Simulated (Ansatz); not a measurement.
Gas-phase electronic energies from Ansatz, PBE0-D4/def2-TZVP geometries. CBS: MP2 limit from def2 TZ/QZ plus the TZ coupled-cluster correction, frozen cores. This one scheme is used for every species. Functionals use def2-TZVPP. One conformer a species, not always the lowest.

`FCCCS` + `CC(O)F` → `CC(F)OCCF` + CH₃SH  (substitution at a C–C bond)

`FCCCS`:

```xyz
12

F    -0.220   -1.398    1.703
C     0.377   -0.188    1.377
C     0.697   -0.158   -0.094
C    -0.529   -0.253   -0.988
S    -1.677    1.143   -0.853
H    -0.322    0.608    1.647
H     1.285   -0.095    1.980
H     1.249    0.764   -0.308
H     1.369   -0.992   -0.326
H    -0.241   -0.376   -2.032
H    -1.124   -1.126   -0.713
H    -0.866    2.069   -1.391
```

`CC(O)F`:

Cartesian coordinates in Å:
```
C -0.958 -0.367 -0.034
C 0.412 0.218 -0.205
O 1.007 0.349 1.029
F 1.175 -0.632 -0.997
H -0.880 -1.316 0.498
H -1.584 0.314 0.544
H -1.416 -0.536 -1.008
H 0.394 1.173 -0.749
H 1.850 0.799 0.923
```

`CC(F)OCCF`:

```xyz
15

C    -1.447   -1.401   -1.293
C    -0.853   -0.193   -0.634
F    -0.114    0.518   -1.580
O    -0.037   -0.589    0.394
C     0.432    0.441    1.242
C     1.762    0.989    0.765
F     2.250    1.842    1.738
H    -2.075   -1.941   -0.584
H    -2.051   -1.098   -2.149
H    -0.647   -2.060   -1.633
H    -1.613    0.517   -0.276
H    -0.308    1.248    1.318
H     0.564    0.003    2.233
H     1.661    1.548   -0.167
H     2.477    0.174    0.624
```

CH₃SH:

Cartesian coordinates in Å:
```
C -0.009 0.491 -0.006
S 0.232 -1.134 0.744
H 0.680 0.656 -0.833
H 0.205 1.221 0.775
H -1.037 0.630 -0.338
H -0.070 -1.864 -0.341
```

```tsv
level	ΔE (kJ/mol)
PBE0-D4	46.1
ωB97M-V	43.2
CCSD(T)/def2-TZVPP	43.8
MP2/def2-QZVPP	52.4
```

Problem. What does CCSD(T)/CBS give? (Best estimate.)

Solution. Ansatz gave: +46.6 kJ/mol. The listed levels differ from it by -0.5, -3.4, -2.8, 5.8 kJ/mol.

Largest T1 diagnostic among the species: 0.011.

In def2-TZVPP, CCSD(T) changes the Hartree–Fock value by +11.6 kJ/mol (the triples alone add +0.7 kJ/mol) and MP2 by +18.6 kJ/mol.
